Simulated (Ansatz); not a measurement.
The same molecule with X = Al, Ga, In. Ansatz, PBE0-D4/def2-TZVP geometries, multiplicity 1. Each molecule was computed in one conformer, which needn't be the lowest.

Elements past krypton have def2 core potentials. Scalar relativity is left out up to krypton.

```tsv
X	molecule	mean X–F bond length / Å	mean X–S bond length / Å	HOMO–LUMO gap (B3LYP/def2-TZVPP) / eV	HOMO–LUMO gap (ωB97M-V/def2-TZVPP) / eV	size of the dipole moment (PBE/def2-TZVPP) / D
Ga	`[F][Ga-]([F])([F])[SH2+]`	1.750	2.487	8.19	13.04	4.97
In	`[F][In-]([F])([F])[SH2+]`	1.942	2.676	7.08	11.92	4.65
```

(1) Give the row for X = Al, `[F][Al-]([F])([F])[SH2+]`. (An estimate is asked.)

Answers

(1) Computed: 
```
 X                    molecule  mean X–F bond length / Å  mean X–S bond length / Å  HOMO–LUMO gap (B3LYP/def2-TZVPP) / eV  HOMO–LUMO gap (ωB97M-V/def2-TZVPP) / eV  size of the dipole moment (PBE/def2-TZVPP) / D
Al  `[F][Al-]([F])([F])[SH2+]`                     1.649                     2.458                                   8.41                                    13.27                                            4.75
```

From Al to In the mean X–F bond length rises at each step, by 0.293 Å in all; the mean X–S bond length rises at each step, by 0.218 Å in all; the HOMO–LUMO gap (B3LYP/def2-TZVPP) falls at each step, by 1.33 eV in all; the HOMO–LUMO gap (ωB97M-V/def2-TZVPP) falls at each step, by 1.35 eV in all. Bonds lengthen as the atom grows down the group. Dipoles are sizes alone, and their direction can turn along the series.

B3LYP here is the variant with VWN-RPA as its local correlation; programs differ in this.
